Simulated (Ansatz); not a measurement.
```yaml
crystal:
  periodic: [false, false, false]
  atoms:
    - {symbol: C, position_ang: [0.641363, -1.401947, -0.194238]}
    - {symbol: S, position_ang: [0.293819, -0.635887, 1.429446]}
    - {symbol: Zr, position_ang: [-0.579195, 1.266307, 0.256003]}
    - {symbol: F, position_ang: [-1.998347, 0.679948, -0.855497]}
    - {symbol: F, position_ang: [0.788712, 1.955279, -0.860767]}
    - {symbol: Xx, position_ang: [-1.297534, 2.842562, 1.824590]}
    - {symbol: H, position_ang: [1.710762, -1.588918, -0.273066]}
    - {symbol: H, position_ang: [0.084234, -2.334037, -0.269776]}
    - {symbol: H, position_ang: [0.356186, -0.783296, -1.056694]}
basis:
  gaussian: {orbitals: ANO-RCC-VTZP, point_charges: [{charge: 1.00, position_ang: [5.925, 0.970, -0.726]}]}
magnetization: {spin_polarized: true, initial_magnetization: 0}
hamiltonian: {xc: {name: B97}}
```

```sh
$ ansatz run in.yaml --threads 2 --pin off --events-out ev --progress --plain --max-ram 32768MiB --backend cpu
```

Shortened log:

```
Error: YAML parse error: error: line 9 column 16: `Xx` is not an element symbol (H … Og, case-exact)
 7 |     - {symbol: F, position_ang: [-1.998347, 0.679948, -0.855497]}
 8 |     - {symbol: F, position_ang: [0.788712, 1.955279, -0.860767]}
 9 |     - {symbol: Xx, position_ang: [-1.297534, 2.842562, 1.824590]}
10 |     - {symbol: H, position_ang: [1.710762, -1.588918, -0.273066]}
11 |     - {symbol: H, position_ang: [0.084234, -2.334037, -0.269776]}
```

Problem. Something in this input is off. What?

Solution. An element symbol is wrong. The program refused the input.
